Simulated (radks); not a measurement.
The numbers below are computed, except where a source is named.
Charge is removed step by step from the 4p down level of neutral technetium, starting from [Ar] 3d10 4s2 4p(up 3, down 3) 4d5 5s2. Level of theory: scalar-relativistic Kohn-Sham, PBE, spin-polarised, spherical densities, finite nucleus; open shells are filled with parallel spins first (spin-orbit coupling, left out, can overturn this in heavy ions); Fermi nuclear charge, rms radius 4.4112 fm (a radial shooting solver on a logarithmic mesh with Libxc functionals).

removed (e)  E - E(0) (eV)  eigenvalue (eV)  E minus straight line (eV)
0                    0.000          -43.062                       0.000
0.125                5.463          -44.395                      -0.623
0.25                11.095          -45.769                      -1.077
0.375               16.901          -47.180                      -1.358
0.5                 22.885          -48.626                      -1.459
0.625               29.053          -50.104                      -1.378
0.75                35.407          -51.612                      -1.110
0.875               41.951          -53.149                      -0.652
1                   48.689          -54.711                       0.000

Removing the whole electron costs 48.689 eV by Delta-SCF, against 43.062 eV from minus the eigenvalue at the starting occupation. Slater's transition state (half an electron removed) gives 48.626 eV. Integrating minus the eigenvalue over the occupation (Janak's theorem) gives 48.712 eV. In this scalar-relativistic scheme the density is built from large components alone, so the theorem holds only approximately. The mean slope of the eigenvalue, de/dn, is 11.6 eV per electron.
